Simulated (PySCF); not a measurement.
disilane (H6Si2), singlet, at a GFN2-xTB geometry; B3LYP/6-311G** in PySCF.

Here is a job for PySCF.
```python
from pyscf import gto, scf, dft

mol = gto.M(
    atom='''
Si    0.01521338   -0.00610543    1.15250795
Si   -0.01521338    0.00610543   -1.15250795
H     0.04345603    1.34492936    1.72063452
H    -1.16031370   -0.66812016    1.72586040
H     1.18472289   -0.70404486    1.69471504
H    -0.01416071   -1.34506118   -1.72102192
H    -1.19948647    0.67873842   -1.69465422
H     1.14578197    0.69355841   -1.72553382
''',
    basis='6-311g**',
    verbose=4,
)

mf = dft.RKS(mol)
mf.xc = 'b3lyp'
mf.kernel()
```

The log (banner, timings and long lists left out):

```
PySCF version 2.14.0

[INPUT] verbose = 4
[INPUT] num. atoms = 8
[INPUT] num. electrons = 34
[INPUT] charge = 0
[INPUT] spin (= nelec alpha-beta = 2S) = 0
[INPUT] symmetry False subgroup None
[INPUT] Mole.unit = angstrom
[INPUT] Symbol           X                Y                Z      unit          X                Y                Z       unit  Magmom
[INPUT]  1 Si     0.015213380000  -0.006105430000   1.152507950000 AA    0.028749121629  -0.011537590573   2.177924381884 Bohr   0.0
[INPUT]  2 Si    -0.015213380000   0.006105430000  -1.152507950000 AA   -0.028749121629   0.011537590573  -2.177924381884 Bohr   0.0
[INPUT]  3 H      0.043456030000   1.344929360000   1.720634520000 AA    0.082119995161   2.541548147287   3.251528003272 Bohr   0.0
[INPUT]  4 H     -1.160313700000  -0.668120160000   1.725860400000 AA   -2.192675111581  -1.262564120701   3.261403485232 Bohr   0.0
[INPUT]  5 H      1.184722890000  -0.704044860000   1.694715040000 AA    2.238801795603  -1.330451964808   3.202547284781 Bohr   0.0
[INPUT]  6 H     -0.014160710000  -1.345061180000  -1.721021920000 AA   -0.026759863629  -2.541797250984  -3.252260083173 Bohr   0.0
[INPUT]  7 H     -1.199486470000   0.678738420000  -1.694654220000 AA   -2.266700918421   1.282629724020  -3.202432351638 Bohr   0.0
[INPUT]  8 H      1.145781970000   0.693558410000  -1.725533820000 AA    2.165214121765   1.310635446289  -3.260786338475 Bohr   0.0

nuclear repulsion = 91.9152577876501
number of shells = 48
number of NR pGTOs = 138
number of NR cGTOs = 88
basis = 6-311g**
ecp = {}

******** <class 'pyscf.dft.rks.RKS'> ********
method = RKS
initial guess = minao
damping factor = 0
level_shift factor = 0
DIIS = <class 'pyscf.scf.diis.CDIIS'>
diis_start_cycle = 1
diis_space = 8
diis_damp = 0
SCF conv_tol = 1e-09
SCF conv_tol_grad = None
SCF max_cycles = 50
direct_scf = True
direct_scf_tol = 1e-13
XC library pyscf.dft.libxc version 7.1.2
    S. Lehtola, C. Steigemann, M. J. T. Oliveira, and M. A. L. Marques,  SoftwareX 7, 1–5 (2018)
XC functionals = b3lyp
    P. J. Stephens, F. J. Devlin, C. F. Chabalowski, and M. J. Frisch,  J. Phys. Chem. 98, 11623 (1994)
radial grids:
    Treutler-Ahlrichs [JCP 102, 346 (1995); DOI:10.1063/1.469408] (M4) radial grids

becke partition: Becke, JCP 88, 2547 (1988); DOI:10.1063/1.454033
pruning grids: <function nwchem_prune>
grids dens level: 3
symmetrized grids: False
atomic radii adjust function: <function treutler_atomic_radii_adjust>
small_rho_cutoff = 0
Set gradient conv threshold to 3.16228e-05
Initial guess from minao.
tot grids = 97208
init E= -582.365081474396
  HOMO = -0.318575988612278  LUMO = -0.0262171758022924  gap/eV = 7.95549
cycle= 1 E= -582.631288877282  delta_E= -0.266  |g|= 0.172  |ddm|= 1.91
  HOMO = -0.315364782411456  LUMO = 0.00419690121923994  gap/eV = 8.69572
cycle= 2 E= -582.634976872672  delta_E= -0.00369  |g|= 0.0743  |ddm|= 0.19
  HOMO = -0.308476501945004  LUMO = 0.0073587097553121  gap/eV = 8.59431
cycle= 3 E= -582.63589187791  delta_E= -0.000915  |g|= 0.0176  |ddm|= 0.0674
  HOMO = -0.313825651862565  LUMO = 0.00409803148109308  gap/eV = 8.65114
cycle= 4 E= -582.635981877007  delta_E= -9e-05  |g|= 0.00335  |ddm|= 0.0213
  HOMO = -0.312810524952987  LUMO = 0.00476123454541767  gap/eV = 8.64157
cycle= 5 E= -582.635986455259  delta_E= -4.58e-06  |g|= 0.000334  |ddm|= 0.00491
  HOMO = -0.312811440581672  LUMO = 0.00477407213793116  gap/eV = 8.64194
cycle= 6 E= -582.635986481217  delta_E= -2.6e-08  |g|= 6.05e-05  |ddm|= 0.000316
  HOMO = -0.312816866192485  LUMO = 0.0047725406826999  gap/eV = 8.64205
cycle= 7 E= -582.635986482404  delta_E= -1.19e-09  |g|= 4.45e-06  |ddm|= 8.23e-05
  HOMO = -0.31281738622788  LUMO = 0.00477191955826686  gap/eV = 8.64205
cycle= 8 E= -582.635986482409  delta_E= -4.43e-12  |g|= 1.8e-07  |ddm|= 5.68e-06
  HOMO = -0.31281738621309  LUMO = 0.00477193539511494  gap/eV = 8.64205
Extra cycle  E= -582.635986482411  delta_E= -2.84e-12  |g|= 6.31e-08  |ddm|= 5.82e-07
converged SCF energy = -582.635986482411
```
